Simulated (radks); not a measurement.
Spherical quantum dot in the effective-mass picture: electrons in a hard-walled sphere of radius 8.78, all in effective atomic units (hartree* = m*/eps^2 hartree, bohr* = eps/m* bohr), one dielectric constant everywhere. Calculated with a radial shooting solver with Libxc functionals: non-relativistic Kohn-Sham, LDA (Slater exchange, Perdew-Wang correlation), spin-polarised, spherical densities. Levels are named by radial order and angular momentum (1s, 1p, 1d, 2s, ...), and open shells are averaged over m. Results are scaled to m* = 0.027 and eps = 7.9, for which hartree* = 11.77 meV and bohr* = 15.48 nm.

N = 34, configuration 1s2 1p6 1d10 1f14 1g(up 2, down 0). This is the lowest configuration that the search found. Occupied and some empty levels:

level,occupation,eigenvalue (meV),<r> (nm)
1s up,1,54.014,105.7
1s down,1,54.092,105.6
1p up,3,54.285,106.2
1p down,3,54.364,106.2
1d up,5,54.814,107.1
1d down,5,54.894,107.0
1f up,7,55.587,108.0
1f down,7,55.668,108.0
1g up,2,56.593,109.0
1g down,0,56.675,108.9
1h up,0,57.822,109.9
1h down,0,57.905,109.9
2s up,0,58.686,64.49
2s down,0,58.704,64.30
2p up,0,59.649,73.63
2p down,0,59.675,73.50
2d up,0,60.950,79.68
2d down,0,60.981,79.58
3s up,0,62.077,59.70
3s down,0,62.100,59.77

Energy (meV): total 978.429, kinetic 147.61, external 0, Hartree 924.43, exchange-correlation -93.611.
